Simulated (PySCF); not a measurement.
Molecule: `C(/C=C)=C(\CCl)C(=O)[O-]`, [C₆H₆ClO₂]-.

Bonds (- single, = double, # triple, : aromatic): C1=C2, C2-C3, C3=C4, C4-C5, C5-Cl6, C4-C7, C7=O8, C7-O9. C1 carries H10, H11; C2 carries H12; C3 carries H13; C5 carries H14, H15. Formal charges: O9 -1. Stereochemistry as in C=C/C=C(/CCl)C(=O)[O-].

Total charge -1. H10 is cis to C3; H11 is trans to C3.

Frames of a GFN2-xTB Langevin trajectory at 200 K; GIAO PBE0/pcSseg-1 shieldings in PySCF 2.14.0 with density-fitted response routines, gas phase, non-relativistic; equivalent atoms averaged within each frame.

Shifts are taken against calculated references (same method and geometry level): TMS for 13C (σref 186.93), 1H (σref 31.72); 35Cl (σref 949.78) against HCl; 17O (σref 336.08) vs H2O. The references are static minima.

How do the shifts (ppm) fluctuate along the trajectory?

Results:


```tsv
time (fs)	C7	C4	C2	C3	C1	C5	Cl6	O8	O9	H12
250	175.0	165.2	155.0	121.9	106.4	64.7	46	387.9	377.4	8.47
425	168.1	172.0	154.9	139.4	108.3	69.1	128	339.5	386.2	8.92
625	165.2	171.0	152.8	116.5	108.1	59.3	27	335.1	348.1	8.51
800	161.0	174.8	149.7	133.0	106.4	67.5	43	326.9	321.8	8.80
1000	167.2	155.3	150.1	133.6	111.8	57.2	69	365.2	348.4	9.04
mean of frames	167.3	167.6	152.5	128.9	108.2	63.6	62	350.9	356.4	8.75
standard deviation	5.1	7.8	2.6	9.4	2.2	5.2	39	25.1	25.8	0.25
```

5 frames give an uncertainty of the mean of about the standard deviation over 2.2 at best, since frames this close in time may not be independent; classical motion lacks zero-point vibration, and the reference would need the same averaging.
